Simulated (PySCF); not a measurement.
# Working out the ionisation energy of F⁺

F⁺ [He] 2s2 2p4 (3P) → F²⁺ [He] 2s2 2p3 (4S). Calculation: PySCF 2.14, in aug-cc-pVDZ; no relativity, point nucleus. Frozen: 1s2. Energies in hartree (1 hartree = 27.21139 eV):

```
             part  F⁺ (lower)  F²⁺ (upper)
              UHF  -98.801665   -97.575981
MP2 opposite-spin   -0.077872    -0.052477
    MP2 same-spin   -0.025295    -0.017936
```

**Question.** What does Hartree-Fock give?

**Answer.** (-97.575981) − (-98.801665) = 1.225684 hartree = 33.353 eV.

**Question.** What do MP2 and SCS-MP2 (6/5 opposite-spin, 1/3 same-spin) give?

**Answer.** The opposite-spin parts differ by 0.691 eV and the same-spin parts by 0.200 eV. MP2: 33.353 + (0.691) + (0.200) = 34.244 eV. SCS-MP2: 33.353 + 1.2 × (0.691) + (0.200)/3 = 34.249 eV.

Measured between the centres of the two terms (NIST): 34.950 eV, so MP2 (valence) is off by -0.706 eV.

A double-zeta basis recovers only part of the correlation energy.

What remains against the reference includes basis incompleteness, the frozen core and correlation beyond second order.
